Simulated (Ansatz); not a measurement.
`NB(O)[TeH]` + PH₃ → `P[TeH]` + `NBO`  (ligand exchange at a Te–B bond)

Program: Ansatz. Geometries: PBE0-D4/def2-TZVP. ΔE: electronic, gas phase. CCSD(T)/CBS adds triple-zeta CCSD(T) − MP2 to the extrapolated MP2 energy (def2 sets, frozen cores). This one scheme is used for every species. Functionals use def2-TZVPP. B3LYP here is the variant with VWN-RPA as its local correlation; programs differ in this. Elements past krypton have def2 core potentials. For Te outer-core shells are correlated without core-valence functions, which leaves a few kJ/mol of doubt a bond. Each species was taken in one conformer, which may not be the lowest.

`NB(O)[TeH]`:

Cartesian coordinates in Å:
```
N 0.637 -0.241 -0.747
B -0.025 0.226 0.397
O 0.558 0.982 1.373
Te -2.137 -0.213 0.770
H 1.607 -0.053 -0.942
H 0.184 -0.796 -1.449
H 1.485 1.184 1.224
H -2.309 -1.089 -0.627
```

PH₃:

Cartesian coordinates in Å:
```
P 0.575 -0.069 -0.039
H -0.286 -0.088 -1.168
H -0.029 1.098 0.498
H -0.260 -0.940 0.709
```

`P[TeH]`:

Z-matrix (Å, degrees):
```
P
Te 1 2.468
H 1 1.419 2 96.1
H 1 1.419 2 96.1 3 -93.8
H 2 1.658 1 91.5 3 -133.4
```

`NBO`:

Cartesian coordinates in Å:
```
N 1.013 -0.172 0.294
B -0.292 -0.152 -0.206
O -1.104 0.905 0.112
H 1.380 0.559 0.879
H 1.657 -0.915 0.099
H -0.679 -1.053 -0.902
H -1.975 0.829 -0.276
```

Question: Is it downhill or uphill in electronic energy at CCSD(T)/CBS, and by how much? (An estimate is asked.)

Answer: Ansatz gave: Nearly level: ΔE = -0.01 eV.

Question: What do these levels give: LDA (SPW92), PBE-D4, r2SCAN-D4, PBE0-D4, r2SCAN0-D4, CAM-B3LYP-D4, BLYP, PBE0, B3LYP, RPA@PBE/def2-TZVPP, MP2/def2-SVP, MP2/CBS(def2)? (An estimate is asked.)

Answer: The calculation gave: LDA (SPW92) 0.00, PBE-D4 -0.06, r2SCAN-D4 -0.03, PBE0-D4 -0.04, r2SCAN0-D4 -0.02, CAM-B3LYP-D4 -0.02, BLYP -0.12, PBE0 -0.06, B3LYP -0.10, RPA@PBE/def2-TZVPP 0.04, MP2/def2-SVP 0.12, MP2/CBS(def2) -0.01 eV.

Largest T1 diagnostic among the species: 0.013.

From BLYP to BHLYP (50 % exact exchange), in def2-TZVPP and without D4, ΔE moves by +0.05 eV. The D4 term adds +0.03 eV with B3LYP and +0.02 eV with PBE0; it sums over pairs of atoms, weighted by their polarisabilities, and B3LYP, whose exchange is more repulsive, gets the larger term.
